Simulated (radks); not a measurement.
Valence configurations of Sm II (all share [Xe]). Method: Dirac Kohn-Sham, PBE, spin-unpolarised, spherical densities, finite nucleus; open shells fill j = l - 1/2 first; Fermi nuclear charge, rms radius 5.0819 fm; computed with a radial shooting solver on a logarithmic mesh with Libxc functionals. Energies are relative to 4f6 6s1; eigenvalues in eV.

valence,E (eV),e(4f5/2),e(5d3/2),e(6p1/2),e(6s1/2)
4f6 6s1,0.000,-8.658,-,-,-8.408
4f5 6s1 6p1,6.691,-17.668,-,-7.083,-10.481
4f5 5d0.5 6s0.5 6p1,6.529,-16.446,-10.188,-6.748,-10.020
4f5 6s2,3.317,-16.640,-,-,-9.942
4f5 6p2,10.111,-18.663,-,-7.531,-
4f5.5 5d0.5 6s1,1.159,-11.312,-7.967,-,-8.711
4f6 6p1,2.898,-9.713,-,-6.103,-
4f4.5 5d0.5 6s2,7.178,-19.911,-10.897,-,-10.201
4f5 5d1 6s1,3.390,-14.242,-8.624,-,-8.988
4f5.5 6s1.5,0.850,-12.416,-,-,-9.179

NIST lists [Xe] 4f6 6s1 as the ground configuration; this level of theory agrees among the configurations tried. The energies are those of spherical spin-averaged densities, not of single terms.
